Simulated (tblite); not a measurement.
Species: C₈H₁₁OP.
Geometry (GFN2-xTB, Å), atoms numbered from 1 in this order:
```
atom  x, y, z in Å
C1     3.3473    0.5970   -0.0263
C2     1.9740    0.0513    0.1688
C3     0.9295    0.7019    0.6990
P4    -0.5283   -0.3766    0.7064
O5    -1.2173   -0.6253    1.9775
C6    -1.6183    0.2460   -0.6142
C7    -2.7327    1.1377   -0.1512
C8    -3.0303   -0.2582   -0.5796
C9     0.4276   -1.7365   -0.0326
C10    1.6803   -1.3260   -0.2373
H11    3.5981    0.6031   -1.0871
H12    3.4238    1.6097    0.3600
H13    4.0761   -0.0330    0.4824
H14    0.9407    1.7178    1.0537
H15   -1.1469    0.4393   -1.5679
H16   -2.7846    1.3495    0.9075
H17   -3.0302    1.9592   -0.7860
H18   -3.5369   -0.4243   -1.5189
H19   -3.2802   -0.9695    0.1947
H20    0.0348   -2.7109   -0.2654
H21    2.4645   -1.9351   -0.6631
```

All values are computed: GFN2-xTB (tblite) harmonic vibrations without scaling, gas phase. Errors from tens to a few hundred cm⁻¹ against measured bands are possible. One conformer, not necessarily the lowest.

Harmonic wavenumbers (cm⁻¹): 34.9, 63.1, 108.6, 126.0, 184.4, 201.4, 281.1, 286.8, 315.3, 381.3, 407.3, 508.7, 520.0, 586.6, 674.2, 753.8, 759.2, 781.6, 805.5, 817.0, 833.4, 895.3, 899.7, 962.0, 982.2, 1006.3, 1011.1, 1022.6, 1066.9, 1069.2, 1077.6, 1089.8, 1097.2, 1150.1, 1204.5, 1215.8, 1267.2, 1318.3, 1325.9, 1395.6, 1419.8, 1469.8, 1471.9, 1472.1, 1571.3, 1650.2, 3002.6, 3017.2, 3049.0, 3053.1, 3073.9, 3076.2, 3078.1, 3083.0, 3100.3, 3108.1, 3110.1.

A = 2458, B = 756.5, C = 725.9 MHz; mass 154.055 u (most abundant isotopes); point group C1, symmetry number 1.

What is the zero-point energy?

½Σν̃ = 36647 cm⁻¹ = 104.78 kcal/mol.

Give the ideal-gas entropy at 350 K and 1 bar in the rigid-rotor, harmonic-oscillator model (classical rotation).

Translation 41.83, rotation 30.33, vibration 37.60: S = 109.8 cal/(mol K).

And Cp and H(350 K) − H(0)?

Cp = 48.19 cal/(mol K), of which vibrations give 40.24 (their classical limit is 57 R = 113.3); H(350 K) − H(0) = 9.66 kcal/mol without the zero-point energy, 6.88 from vibrations.

How do the functions run with temperature in this model?

```
 T (K)  S (cal/(mol K))  Cp (cal/(mol K))  H − H(0) (kcal/mol)  G − H(0) (kcal/mol)  ln q(vib)
   150             80.6              24.6                 2.44                -9.65       3.44
   250             95.7              35.9                 5.45               -18.48       6.22
298.15            102.6              41.9                 7.32               -23.25       7.57
   400            116.6              53.9                12.22               -34.41      10.45
   600            142.1              71.8                24.91               -60.33      16.13
   900            174.5              88.1                49.10              -107.98      24.29
```

q(vib) and H(0) count from the zero-point level.

Blend soft modes into free rotors: weight 1/[1 + (100 cm⁻¹/ν̃)⁴] for the oscillator and the rest for a rotor with moment μB/(μ + B), μ = h/(8π²ν), B = 10⁻⁴⁴ kg m². What vibrational entropy results?

34.36 cal/(mol K) in place of 37.60, which changes −T·S at 350 K by +1.13 kcal/mol.

Which modes carry the vibrational entropy at 350 K?

34.9 cm⁻¹: 5.85; 63.1 cm⁻¹: 4.67; 108.6 cm⁻¹: 3.61; 126.0 cm⁻¹: 3.32; 184.4 cm⁻¹: 2.58; 201.4 cm⁻¹: 2.42 cal/(mol K); the other 51 give 15.15 together.

Hindered rotation and anharmonicity are outside this model. Other conformers, if any are populated, would add a mixing term that is left out. The structure is chiral; the term R ln 2 for an equal mix with its mirror image is left out.
